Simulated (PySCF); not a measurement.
3-methylidenepent-1-en-4-yne (C₆H₆), SMILES C(C#C)(=C)C=C. Coordinates come from a B3LYP-D3(BJ)/def2-SVP optimisation. The values are those of a single conformer.

Calculation: B3LYP-D3(BJ)/def2-SVP (PySCF).

Harmonic wavenumbers (cm⁻¹): 155, 161, 269, 310, 469, 510, 618, 682, 704, 724, 764, 778, 927, 944, 951, 1025, 1050, 1308, 1324, 1401, 1435, 1647, 1705, 2215, 3145, 3152, 3160, 3247, 3259, 3471. Rotational constants (GHz): 4.710, 3.514, 2.012; symmetry number 1.

Question: Work out the zero-point energy and the ideal-gas rigid-rotor harmonic-oscillator thermochemistry at 298.15 K and 1 atm.

Answer: ZPE = ½ Σ hcν = ½ × 41510 cm⁻¹ = 248.28 kJ/mol. H − E(el) = 267.37 kJ/mol. Entropy in J/(mol K): translation 163.10, rotation 111.59, vibration 49.75, total 324.44. G − E(el) = 170.64 kJ/mol. Cp = 105.08 J/(mol K).
